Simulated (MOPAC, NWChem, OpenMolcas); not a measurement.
C2HClFIn (SMILES C#[C][In]([F])[Cl]): the dipole moment, rung by rung

C2HClFIn: 6 atoms, total charge 0, spin state singlet. SMILES: `C#[C][In]([F])[Cl]`. Geometry: relaxed at PBE0-D4/def2-TZVP.

```xyz
6

C     1.0883    0.3403    1.7008
C     0.4389    0.1201    0.7087
In   -0.6558   -0.2357   -0.9847
F    -1.7736   -1.8066   -1.1237
Cl   -0.7592    1.0495   -2.8809
H     1.6615    0.5324    2.5799
```

Quantity: the dipole moment, in D. The values are calculated.

```csv
level,kind,program,value (D),CPU time
AM1,semi-empirical,MOPAC,2.89,under 2 s
HF/def2-SVP (core potential),Hartree–Fock,NWChem,3.66,26 s
SVWN5/def2-SVP (core potential),LDA,OpenMolcas,2.98,16 s
PBE/def2-SVP (core potential),GGA,NWChem,2.93,33 s
M06-L/def2-SVP (core potential),meta-GGA,OpenMolcas,3.15,30 s
B3LYP/def2-SVP (core potential),global hybrid,NWChem,3.10,28 s
```

The values span 2.89 to 3.66 D. Magnitudes only. CPU times are rough (shared hosts, several kinds of processor and program).
